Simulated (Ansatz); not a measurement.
Cost and result for the atomization energy of H₉N₃Si₂ (`N[SiH](N)N[SiH3]`) (14 atoms, 13 bonds).

Z-matrix (Å, degrees):
```
Si
N 1 1.716
N 1 1.718 2 103.2
N 1 1.714 2 122.9 3 -118.9
H 1 1.487 2 103.9 3 123.3
H 2 1.006 1 120.5 3 -149.8
H 2 1.007 1 122.4 3 58.5
Si 3 1.727 1 125.7 2 25.7
H 3 1.008 1 117.0 2 -163.8
H 4 1.007 1 120.1 2 -82.5
H 4 1.007 1 121.3 2 65.3
H 8 1.489 3 112.4 1 -70.1
H 8 1.489 3 107.1 1 171.5
H 8 1.487 3 112.9 1 51.9
```

The species carries charge 0 and has multiplicity 1. The geometry is a stationary point of PBE0-D4/def2-TZVP. It is one conformer, not always the lowest. Program: Ansatz. All runs use 4 threads of an Arm Neoverse V1 on a shared host. Times are those of one run each, without the atoms' runs, and a repeat can differ threefold. Electronic energies, without spin–orbit coupling; frozen cores. CCSD(T)/CBS adds CCSD(T) − MP2 in def2-TZVPP to the MP2 limit, and its time is that of the two runs behind it. T1 = 0.010. B3LYP takes the VWN-RPA correlation (the form of Gaussian; ORCA's B3LYP/G).

CCSD(T)/CBS is a level of theory with its own doubt, some kJ/mol a heavy atom from the limit and from the frozen cores, so smaller differences don't rank the functionals.

```json
{"level": "PBE-D4/def2-TZVPP (with forces)", "functions": "303", "wall time": "3.9 s", "atomization (kJ/mol)": "4798.0", "difference from CCSD(T)/CBS": "12.8", "per bond": "1.0"}
{"level": "PBE0-D4/def2-TZVPP", "functions": "303", "wall time": "4.7 s", "atomization (kJ/mol)": "4728.7", "difference from CCSD(T)/CBS": "-56.5", "per bond": "-4.3"}
{"level": "r2SCAN-D4/def2-TZVPP (with forces)", "functions": "303", "wall time": "7 s", "atomization (kJ/mol)": "4738.7", "difference from CCSD(T)/CBS": "-46.5", "per bond": "-3.6"}
{"level": "B3LYP-D4/def2-TZVPP (with forces)", "functions": "303", "wall time": "7.5 s", "atomization (kJ/mol)": "4797.1", "difference from CCSD(T)/CBS": "11.9", "per bond": "0.9"}
{"level": "B2PLYP/def2-TZVPP", "functions": "303", "wall time": "8 s", "atomization (kJ/mol)": "4722.3", "difference from CCSD(T)/CBS": "-62.9", "per bond": "-4.8"}
{"level": "ωB97X-V/def2-TZVPP", "functions": "303", "wall time": "11 s", "atomization (kJ/mol)": "4811.9", "difference from CCSD(T)/CBS": "26.7", "per bond": "2.1"}
{"level": "ωB97M-V/def2-TZVPP (with forces)", "functions": "303", "wall time": "16 s", "atomization (kJ/mol)": "4802.7", "difference from CCSD(T)/CBS": "17.5", "per bond": "1.3"}
{"level": "MP2/def2-QZVPP", "functions": "581", "wall time": "47 s", "atomization (kJ/mol)": "4749.7", "difference from CCSD(T)/CBS": "-35.5", "per bond": "-2.7"}
{"level": "CCSD(T)/def2-TZVPP", "functions": "303", "wall time": "17 min", "atomization (kJ/mol)": "4625.2", "difference from CCSD(T)/CBS": "-160.0", "per bond": "-12.3"}
{"level": "CCSD(T)/CBS(def2)", "functions": "–", "wall time": "17 min", "atomization (kJ/mol)": "4785.2", "difference from CCSD(T)/CBS": "0.0", "per bond": "0.0"}
```

From PBE to PBE0 (25 % exact exchange), in def2-TZVPP and without D4, the atomization energy moves by −64.4 kJ/mol: exact exchange takes away binding that semilocal exchange gives to molecules. In def2-TZVPP, CCSD(T) changes the Hartree–Fock value by +1275.8 kJ/mol (the triples alone add +60.8 kJ/mol) and MP2 by +1303.7 kJ/mol; breaking electron pairs costs correlation energy, which Hartree–Fock lacks. The D4 term adds +52.0 kJ/mol with B3LYP and +27.5 kJ/mol with PBE0; it sums over pairs of atoms, weighted by their polarisabilities, and B3LYP, whose exchange is more repulsive, gets the larger term.
